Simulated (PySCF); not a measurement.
## From a computed spectrum to the compound

A species of 10 atoms with charge 3 has these harmonic modes (PBE0, small Gaussian bases with core potentials, PySCF 2.14.0):

| cm⁻¹ | km/mol | symmetry |
| --- | --- | --- |
| -14 | – | a2 |
| 74 | 0.0 | a1 |
| 76 | 5.3 | e |
| 76 | 5.3 | e |
| 111 | 0.1 | e |
| 111 | 0.1 | e |
| 393 | 0.0 | a1 |
| 406 | 24.1 | e |
| 406 | 24.1 | e |
| 611 | 0.3 | a2 |
| 645 | 124.2 | e |
| 645 | 124.2 | e |
| 673 | 17.3 | e |
| 673 | 17.3 | e |
| 695 | 1132.1 | a2 |
| 1674 | 211.4 | e |
| 1674 | 211.4 | e |
| 1680 | 0.0 | a1 |
| 3576 | 822.3 | e |
| 3576 | 822.3 | e |
| 3594 | 0.0 | a1 |
| 3611 | 27.0 | a2 |
| 3615 | 666.4 | e |
| 3615 | 666.4 | e |

**Question.** Which species is it, and in which structure?

**Answer.** [Sm(H2O)3]3+ (singlet in the valence; each metal's 4f electrons, 5 of them, lie in its core potential, out of spins and levels):
```xyz
10

Sm    0.0000    0.0000    0.0000
O     2.3065    0.0000    0.0000
H     2.9229   -0.7636    0.1104
H     2.9229    0.7636   -0.1104
O    -1.1532    1.9975    0.0000
H    -0.8002    2.9131    0.1104
H    -2.1227    2.1495   -0.1104
O    -1.1532   -1.9975    0.0000
H    -2.1227   -2.1495    0.1104
H    -0.8002   -2.9131   -0.1104
```
 Negative wavenumbers this small are taken as noise. An lcecp potential fixes the number of 4f electrons, so in runs with it no electron can move into or out of that shell.
 This is one of several that fit.
